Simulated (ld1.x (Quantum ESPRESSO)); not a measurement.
silicon: one change to an ultrasoft potential, before and after

Si (Z = 14), ultrasoft, made with ld1.x (Quantum ESPRESSO) 7.5 (LDA (PZ), non-relativistic). Core [Ne], reference 3s2 3p2. Waves: 3s (bound): rcut 1.35, rcutus 1.60 bohr; 3s channel at 0.05 Ry: rcut 1.35, rcutus 1.60 bohr; 3p (bound): rcut 1.40, rcutus 1.75 bohr; 3p channel at 0.3 Ry: rcut 1.40, rcutus 1.75 bohr. Local part: all-electron potential smoothed inside 1.70 bohr (lloc = -1). Core correction: Bessel-smoothed model core inside 1.45 bohr. Augmentation charge: built from norm-conserving waves at rcut, not smoothed further.

Change: scalar-relativistic.

Cutoffs: the cutoffs (Ry, on a coarse ladder) from which the occupation-weighted sum of valence levels, in a spherical-Bessel basis at the reference potential, stays within 10 and 1 mRy of its value at 400 Ry; they do not see the model core or the augmentation charge, which bear on the density cutoff. Errors are all-electron minus pseudo energies relative to the spin-unpolarised reference configuration.

What does the change do?

The potential gets neither clearly harder nor softer (12 Ry and 18 Ry → 12 Ry and 18 Ry); of the 9 tests that both files solve, the error grows in 1 and shrinks in 2 by more than 15 % and 0.3 meV (median size 0.7 → 0.4 meV); neither file shows a bound ghost.

```csv
quantity,base,changed
"cutoff, loose",12 Ry,12 Ry
"cutoff, tight",18 Ry,18 Ry
bound ghosts,none,none
"error for 3s2 3p1, meV [ΔE 7.84 → 7.83 eV]",+0.7,+0.3
"error for 3s2 3p0, meV [ΔE 23.97 → 23.94 eV]",+6.8,+5.8
"error for 3s1 3p0, meV [ΔE 58.04 → 58.09 eV]",+19,+17
"error for 3s1 3p3, meV [ΔE 6.75 → 6.81 eV]",-0.1,-0.2
"error for 3s2 3p1.5, meV [ΔE 2.97 → 2.96 eV]",+0.1,-0.1
"error for 3s2 3p2.3, meV [ΔE -0.96 eV]",0.0,0.0
"error for 3s1 3p2, meV [ΔE 15.19 → 15.24 eV]",+0.1,-0.4
"error for 3s2 3p2 (spin-polarised), meV [ΔE -0.61 eV]",+2.7,+2.8
"error for 3s2 3p1 (spin-polarised), meV [ΔE 7.64 → 7.62 eV]",+1.8,+1.4
s: phases at 1.90 bohr within 0.05 rad from the reference energy up to (Ry; the scan ends near 5),to the end of the scan,to the end of the scan
p: phases at 1.90 bohr within 0.05 rad from the reference energy up to (Ry; the scan ends near 5),to the end of the scan,to the end of the scan
lowest overlap eigenvalue by channel,"s 0.26, p 0.55","s 0.26, p 0.55"
```
